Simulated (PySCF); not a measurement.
Bi(F)2(Et) (C2H5BiF2), SMILES C[CH2][Bi]([F])[F].

The structure is a stationary point at PBE0-D3(BJ)/def2-SVP. The structure was generated by enumeration; whether it is a known compound was not checked. The def2 effective core potentials stand for the cores of Bi; spin–orbit coupling is left out. Other conformers were not sampled.

Computed with IEF-PCM-B3LYP/def2-SVP (PySCF 2.14.0).

The values are the electrostatic part of the solvation free energy, E(continuum) − E(gas) at the gas-phase geometry, in a cavity of scaled van der Waals radii (PySCF's table); cavitation and dispersion terms are not included. A continuum can't describe solvent molecules that bind to the metal. In vacuum the orbital gap is 5.69 eV. The dipole moment in vacuum is 4.26 D.

Computed values in water (ε = 78.36), dimethylsulfoxide (ε = 46.83), 1-octanol (ε = 9.86):
```json
[
 {"solvent": "water", "ε": "78.36", "ΔG(elec) (kcal/mol)": "-9.6", "dipole (D)": "5.63", "gap (eV)": "5.80"},
 {"solvent": "dimethylsulfoxide", "ε": "46.83", "ΔG(elec) (kcal/mol)": "-9.5", "dipole (D)": "5.60", "gap (eV)": "5.80"},
 {"solvent": "1-octanol", "ε": "9.86", "ΔG(elec) (kcal/mol)": "-8.2", "dipole (D)": "5.41", "gap (eV)": "5.78"}
]
```
